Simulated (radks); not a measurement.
Results of a calculation; reference values are marked as such.
Task: The mean radii <r> (bohr) of the occupied orbitals of an atom or ion are listed with their occupations. Level of theory: scalar-relativistic Kohn-Sham, Slater X-alpha with alpha = 0.858, spin-polarised, spherical densities, finite nucleus; Fermi nuclear charge, rms radius of each element as measured or else 0.836 A^(1/3) + 0.57 fm (a radial shooting solver on a logarithmic mesh with Libxc functionals).

orbital  occ.      <r>
1s up       1  0.03109
1s down     1  0.03109
2s up       1   0.1342
2s down     1   0.1339
2p up       3   0.1168
2p down     3   0.1165
3s up       1   0.3463
3s down     1   0.3480
3p up       3   0.3396
3p down     3   0.3417
3d up       5   0.3072

Name the element and its charge. Open shells, if any, are filled with parallel spins first.

Result: Z = 47, silver, charge +24: Ag24+ in [Ar] 3d5. The 1s radius gives Z: for a bare nucleus <r> = (2 gamma + 1)/(2Z) with gamma = sqrt(1 - (Z/c)^2), 0.03062 bohr for Z = 47, and screening makes it slightly larger (0.03109 here). The occupations add up to 23, and the charge is Z minus that.
